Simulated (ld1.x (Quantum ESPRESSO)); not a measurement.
# u(r) = r·R(r): atom against pseudo-atom (Br)

Columns: radius, all-electron u(r) and pseudo u(r) of the 4p shell (level -7.90 eV) of bromine in the configuration [Ar] 3d10 4s2 4p5; PBE, non-relativistic, TM scheme, ld1.x (Quantum ESPRESSO) 7.5.

```tsv
r (bohr)	all-electron	pseudo
0.085	0.2017	0.0035
0.170	0.0929	0.0140
0.255	-0.1422	0.0316
0.340	-0.2985	0.0563
0.425	-0.3373	0.0882
0.510	-0.2850	0.1274
0.595	-0.1783	0.1736
0.680	-0.0466	0.2266
0.765	0.0904	0.2855
0.850	0.2209	0.3490
0.935	0.3385	0.4153
1.020	0.4403	0.4815
1.105	0.5255	0.5449
1.190	0.5948	0.6024
1.275	0.6493	0.6516
1.360	0.6903	0.6907
1.445	0.7192	0.7192
1.530	0.7375	0.7375
1.615	0.7468	0.7468
1.700	0.7485	0.7485
1.785	0.7438	0.7438
1.870	0.7338	0.7338
1.955	0.7198	0.7198
2.040	0.7023	0.7023
2.125	0.6823	0.6823
2.210	0.6604	0.6604
```

(1) How many radial nodes do the two functions have?

(2) At about which radius was the pseudo-wave matched?

(3) Where does each function peak?

(4) Is the pseudo-wave norm-conserving?

## Answers

(1) The all-electron 4p function has n − l − 1 = 2; the pseudo-wave has 0, since the states of the same l below it are removed with the core.

(2) 1.70 bohr. The columns agree to 0.0005 from 1.36 bohr on; several derivatives are matched, so the curves merge somewhat inside the radius.

(3) Outermost all-electron maximum near 1.70 bohr, pseudo maximum near 1.70 bohr (to the table’s step).

(4) Yes: the TM scheme keeps the norm inside the radius equal to the all-electron one, which fixes the energy derivative of the logarithmic derivative at the level.
